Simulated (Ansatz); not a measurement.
Reaction (redistribution): `[SiH3]OC([SiH3])S` + `[OH][AlH][SH]` → `[SiH3][AlH][SH]` + `OC(S)O[SiH3]`

Computed with Ansatz on PBE0-D4/def2-TZVP structures; ΔE is electronic, products minus reactants. CBS: MP2 limit from def2 TZ/QZ plus the TZ coupled-cluster correction, frozen cores. Functionals use def2-TZVPP. B3LYP here is the variant with VWN-RPA as its local correlation; programs differ in this. Each species was taken in one conformer, which may not be the lowest.

```tsv
level	ΔE (kcal/mol)
PBE-D4	35.6
r2SCAN-D4	39.2
ωB97X-V	38.8
B3LYP	39.5
HF/def2-TZVPP	39.9
MP2/def2-QZVPP	45.4
SCS-MP2/def2-QZVPP	44.5
HF/CBS(def2)	40.5
```

(1) What does CCSD(T)/CBS give? (Estimate.)

Largest T1 diagnostic among the species: 0.013.

Answers

(1) The calculation gave: +41.6 kcal/mol. The listed levels differ from it by -6.0, -2.4, -2.8, -2.1, -1.7, 3.8, 2.9, -1.1 kcal/mol.

From PBE to PBE0 (25 % exact exchange), in def2-TZVPP and without D4, ΔE moves by +0.8 kcal/mol. The D4 term adds +1.3 kcal/mol with B3LYP and +0.7 kcal/mol with PBE0; it sums over pairs of atoms, weighted by their polarisabilities, and B3LYP, whose exchange is more repulsive, gets the larger term.
